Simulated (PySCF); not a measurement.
**Distorted geometries of [Eu(H2O)4]3+**

[Eu(H2O)4]3+ (singlet in the valence; each metal's 4f electrons, 6 of them, lie in its core potential, out of spins and levels). PySCF 2.14.0, RKS PBE0, Eu lcecp-1-SVP with ECP52, O def2-SVP, H def2-SVP; non-relativistic Hamiltonian with scalar-relativistic core potentials where named; density fitting; no spin-orbit coupling. Relaxed geometry:

```xyz
13

Eu    0.0000    0.0000    0.0000
O     1.3856    1.3474    1.2831
H     2.1862    1.0884    1.7925
H     1.3203    2.3162    1.4420
O    -1.3856   -1.2831    1.3474
H    -1.3203   -1.4420    2.3162
H    -2.1862   -1.7925    1.0884
O     1.3856   -1.3474   -1.2831
H     1.3203   -2.3162   -1.4420
H     2.1862   -1.0884   -1.7925
O    -1.3856    1.2831   -1.3474
H    -2.1862    1.7925   -1.0884
H    -1.3203    1.4420   -2.3162
```

Q: Order these distorted geometries by energy above the relaxed one, lowest first.
A.
```xyz
13

Eu    0.0820    0.0221   -0.0972
O     1.3307    1.3273    1.2979
H     2.1777    1.0548    1.7746
H     1.3599    2.3566    1.5409
O    -1.3542   -1.2725    1.3521
H    -1.3415   -1.4515    2.3340
H    -2.2460   -1.7648    1.0362
O     1.4149   -1.3835   -1.2106
H     1.3376   -2.3519   -1.4011
H     2.1696   -1.0722   -1.8314
O    -1.3573    1.3047   -1.3596
H    -2.1682    1.7853   -1.0862
H    -1.4053    1.4455   -2.3498
```
B.
```xyz
13

Eu    0.0205    0.0123    0.0537
O     1.3602    1.4170    1.2806
H     2.2037    0.9927    1.8015
H     1.2797    2.3317    1.5141
O    -1.4056   -1.2940    1.2840
H    -1.2992   -1.4891    2.3000
H    -2.2582   -1.7610    1.1749
O     1.3607   -1.4033   -1.3603
H     1.3819   -2.2598   -1.3187
H     2.1241   -1.1198   -1.8751
O    -1.3612    1.3308   -1.3931
H    -2.0640    1.7834   -1.1186
H    -1.3425    1.4592   -2.3428
```
C.
```xyz
13

Eu   -0.1504   -0.0261    0.0110
O     1.5291    1.4064    1.2653
H     1.9851    1.2433    1.9044
H     1.3541    2.2002    1.4487
O    -1.4828   -1.3273    1.2745
H    -1.3444   -1.5696    2.3355
H    -2.1054   -1.7871    1.1454
O     1.3788   -1.3260   -1.3978
H     1.4262   -2.1795   -1.4922
H     2.2658   -1.2359   -1.7007
O    -1.5393    1.2427   -1.4693
H    -2.1006    1.9221   -0.9109
H    -1.2162    1.4368   -2.4139
```

A: A (0.46 eV), B (1.29 eV), C (5.43 eV).

Q: Which forces (eV/Å) act in the one that lies 5.43 eV up?

A: 
```
Eu    1.23   0.45  -1.09
O    -7.81  -7.59 -14.55
H     9.91  -4.62  12.66
H    -2.82  11.81   1.56
O    15.55   9.94   7.47
H    -0.18   0.95  -3.11
H   -15.66 -11.23  -3.95
O    -1.79   7.79   2.04
H    -1.11  -9.34  -0.69
H     2.35   1.92  -0.79
O     0.81   0.23   1.87
H     0.93  -0.93  -2.73
H    -1.40   0.63   1.32
```
Forces carry noise of the integration grid, about 0.01 to 0.03 eV/Å.

An lcecp potential fixes the number of 4f electrons, so in runs with it no electron can move into or out of that shell.
